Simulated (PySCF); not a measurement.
Electronic structure of O (oxygen, neutral) at the M06-L level

Configuration: [He] 2s2 2p4, high-spin 3P determinant. Calculation: PySCF 2.14, in x2c-SVPall; scalar relativity by spin-free X2C-1e.

```
Total energy                                                  : -75.0451 hartree
One-electron energy                                           : -103.2266 hartree
Hartree (Coulomb) energy                                      : 36.6684 hartree
Exchange-correlation energy                                   : -8.4870 hartree
⟨S²⟩                                                          : 2.0052
⟨L²⟩                                                          : 2.006
Sum of ⟨r⟩                                                    : 7.578 bohr
Sum of ⟨r²⟩                                                   : 10.93 bohr²
Traceless quadrupole moment −½Σ⟨3z² − r²⟩ along its main axis : -0.845 e·bohr²
Langevin diamagnetic susceptibility                           : -8.66 ×10⁻⁶ cm³/mol
Time after the integrals                                      : 0.1 s of wall time on 1 thread of Neoverse-V2 (shared host)
```

| shell | electrons | mean orbital energy (hartree) | spread (hartree) | rms radius, mean of both spins (bohr) |
| --- | --- | --- | --- | --- |
| 1s α | 1 | -19.11490 | 0 | 0.231 |
| 1s β | 1 | -19.06025 | 0 | 0.231 |
| 2s α | 1 | -0.97633 | 0 | 1.27 |
| 2s β | 1 | -0.77432 | 0 | 1.27 |
| 2p α | 3 | -0.38508 | 0.07415 | 1.38 |
| 2p β | 1 | -0.27776 | 0 | 1.38 |
